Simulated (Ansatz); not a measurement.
Computed with Ansatz.

ClGeH6NO2Si, SMILES `[OH][GeH2][NH][SiH](O)Cl`. Charge 0, multiplicity 1. Geometry: relaxed with PBE0-D4/def2-TZVP. It is one conformer, not always the lowest.

```xyz
12

O    -1.665    0.236    0.974
Ge   -0.247    1.316    0.730
N     0.618    0.578   -0.692
Si    0.895   -1.101   -0.893
O     0.067   -1.899    0.254
Cl    0.323   -1.586   -2.813
H    -2.050    0.302    1.851
H    -0.703    2.734    0.356
H     0.581    1.269    2.025
H     0.652    1.160   -1.515
H     2.302   -1.523   -0.784
H    -0.774   -1.486    0.507
```

(1) What is the dipole moment at ωB97M-V/def2-TZVPP? (Estimate.)

(2) And with PBE, r2SCAN, B3LYP? (Best estimate.)

(3) Give the Mulliken charges with ωB97M-V, B3LYP, r2SCAN in def2-TZVPP. (Best estimate.)

## Answers

(1) The calculation gave: 4.12 D, with components (-0.66, 3.42, 2.20) D in this frame, pointing from negative to positive charge.

(2) The calculation gave: PBE 3.92 D, r2SCAN 4.03 D, B3LYP 4.07 D.

(3) The calculation gave: 
```csv
atom,ωB97M-V,B3LYP,r2SCAN
O1,-0.44,-0.45,-0.47
Ge2,0.42,0.44,0.47
N3,-0.40,-0.38,-0.44
Si4,0.59,0.66,0.70
O5,-0.40,-0.41,-0.42
Cl6,-0.24,-0.27,-0.27
H7,0.17,0.18,0.20
H8,0.02,0.00,-0.01
H9,0.01,-0.01,-0.02
H10,0.11,0.13,0.15
H11,-0.05,-0.09,-0.10
H12,0.20,0.21,0.22
```

B3LYP here is the variant with VWN-RPA as its local correlation; programs differ in this.
